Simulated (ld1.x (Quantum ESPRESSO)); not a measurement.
## Building the TM potential for hafnium (PBE, scalar-relativistic).

```
Element                 : Hf (Z = 72)
Generator               : ld1.x (Quantum ESPRESSO) 7.5
Type                    : norm-conserving Troullier–Martins (Kleinman–Bylander form)
Functional              : PBE
Relativity              : scalar-relativistic
Frozen core             : [Kr] 4d10 4f14
Valence charge          : 12
Reference configuration : 5s2 5p6 5d2 6s2 6p0
Partial waves           : 5p (bound): rc 2.25 bohr; 5d (bound): rc 2.10 bohr; 5f channel at 0.05 Ry: rc 2.20 bohr; 5s (bound): rc 1.00 bohr
Local potential         : the s channel
Core correction         : a·sin(br)/r model core inside 0.52 bohr
```

Occupied shells without a wave of their own: 6s. They enter only through the test configuration that unscreens the potential, and ld1.x also counts them in the model core charge.

Poles of the logarithmic derivatives, all-electron (AE) and pseudo (PS). s: poles at -4.8, 3.8 (AE) and -4.8, 3.6 (PS) Ry. p: poles at -2.4 (AE) and -2.4 (PS) Ry. d: poles at 0.9 (AE) and 0.9 (PS) Ry. f: poles at -1.2, 4.8 (AE) and 3.9 (PS) Ry. Test radius 2.44 bohr.

- Cutoffs needed: 120 Ry and 200 Ry (the cutoffs (Ry, on a coarse ladder) from which the occupation-weighted sum of valence levels, in a spherical-Bessel basis at the reference potential, stays within 10 and 1 mRy of its value at 400 Ry)
- Ghost test: ghost state, extra bound levels that the all-electron valence spectrum of the same l lacks: f at -337.7 eV; a true bound ghost makes a file unfit for plane-wave use (spherical-Bessel basis up to 400 Ry, 20 bohr box)
- Largest excitation error: -1201 meV (all-electron minus pseudo) for 5s2 5p6 5d1 6s0 6p0, out of 7 test configurations

Note: ghost state, extra bound levels that the all-electron valence spectrum of the same l lacks: f at -337.7 eV. A true bound ghost makes a file unfit for plane-wave use. ld1.x takes every shell without a wave as core, so the model core holds the 6s electrons as well and exchange and correlation see them twice. This cancels in the reference configuration, but the file is broken for other ones, and its errors say nothing about a proper core correction.
